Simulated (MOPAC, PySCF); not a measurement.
BBr₃, SMILES `BrB(Br)Br`, neutral singlet in the gas phase. 

Cartesian coordinates (Å):
SMILES: B(Br)(Br)Br
```xyz
4

Br    -1.6402    -0.9689    -0.0905
B      0.0000     0.0000     0.0001
Br    -0.0177     1.9070    -0.0016
Br     1.6579    -0.9381     0.0919
```
Charge 0, spin multiplicity 1.

All levels are single points at this geometry (B3LYP-D3(BJ)/def2-TZVP); Pople sets use spherical d functions. Orbital energies aren't observables, and empty levels follow the basis.

```json
[
 {"level": "PBE-D3(BJ)/def2-TZVP in PySCF", "HOMO (eV)": "-7.03", "LUMO (eV)": "-2.96", "gap (eV)": "4.07", "dipole (D)": "0.00", "vertical IE, Delta-SCF (eV)": "9.84"},
 {"level": "ωB97X-D3(BJ)/def2-TZVP in PySCF", "HOMO (eV)": "-10.73", "LUMO (eV)": "-0.04", "gap (eV)": "10.69", "dipole (D)": "0.00", "vertical IE, Delta-SCF (eV)": "10.86"},
 {"level": "B3LYP/6-31G* in PySCF", "HOMO (eV)": "-7.99", "LUMO (eV)": "-2.22", "gap (eV)": "5.77", "dipole (D)": "0.00", "vertical IE, Delta-SCF (eV)": "10.23"},
 {"level": "BP86/6-31G* in PySCF", "HOMO (eV)": "-7.09", "LUMO (eV)": "-2.99", "gap (eV)": "4.09", "dipole (D)": "0.00", "vertical IE, Delta-SCF (eV)": "–"},
 {"level": "PM3 in MOPAC", "HOMO (eV)": "-11.98", "LUMO (eV)": "-1.65", "gap (eV)": "10.33", "dipole (D)": "0.00", "vertical IE, Delta-SCF (eV)": "–"},
 {"level": "PM7 in MOPAC", "HOMO (eV)": "-10.62", "LUMO (eV)": "-2.72", "gap (eV)": "7.89", "dipole (D)": "0.00", "vertical IE, Delta-SCF (eV)": "–"}
]
```
